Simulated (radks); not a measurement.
The numbers below are computed, except where a source is named.
Isoelectronic series with 62 electrons, all held in the configuration [Xe] 4f6 6s2, which need not be the ground one along the series. Code: a radial shooting solver on a logarithmic mesh with Libxc functionals. Model: scalar-relativistic Kohn-Sham, r2SCAN, spin-polarised, spherical densities, finite nucleus; open shells are filled with parallel spins first (spin-orbit coupling, left out, can overturn this in heavy ions); meta-GGA in the generalised Kohn-Sham scheme; Fermi nuclear charge, rms radius of each element as measured or else 0.836 A^(1/3) + 0.57 fm. Total energies (hartree) and orbital eigenvalues (hartree):

ion    E (hartree)   6s down     6s up      4f up
Sm     -10427.9245  -0.12650  -0.13901   -0.14428
Eu+    -10844.4129  -0.36278  -0.37840   -0.70173
Gd2+   -11270.6070  -0.65525  -0.67443   -1.38686
Tb3+   -11706.5815  -0.99505  -1.01768   -2.17457
Dy4+   -12152.2511  -1.37784  -1.40369   -3.05356
Ho5+   -12607.8156  -1.80103  -1.82992   -4.01710
Er6+   -13073.2476  -2.26290  -2.29465   -5.06078
Tm7+   -13548.6751  -2.76225  -2.79674   -6.18137
Yb8+   -14034.0814  -3.29817  -3.33530   -7.37650
Lu9+   -14529.6060  -3.87001  -3.90971   -8.64431
Hf10+  -15035.3701  -4.47730  -4.51951   -9.98332
Ta11+  -15551.3960  -5.11965  -5.16432  -11.39234
W12+   -16077.7794  -5.79679  -5.84390  -12.87040
Re13+  -16614.6303  -6.50854  -6.55804  -14.41665
